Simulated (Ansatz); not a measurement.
A structure relaxed at PBE0-D4/def2-TZVP, charge 0, multiplicity 1:

```xyz
7

F     0.8231   -1.6900   -1.5784
Sb    1.4518    0.0004   -0.9231
Si   -0.3586    0.0673    0.9491
Cl    0.1397    1.3598   -2.3190
H    -1.6592   -0.2988    0.3391
H    -0.4008    1.4470    1.5007
H     0.0040   -0.8856    2.0316
```

Problem. Give its formula and SMILES.

Solution. ClFH3SbSi, `[F][Sb]([SiH3])[Cl]`.

Problem. Summarise the bond lengths by kind.

Solution. 1 × F–Sb 1.919 Å; 1 × Sb–Si 2.605 Å; 1 × Cl–Sb 2.349 Å; 3 × H–Si 1.483 to 1.487 Å.

All numbers were calculated with Ansatz.
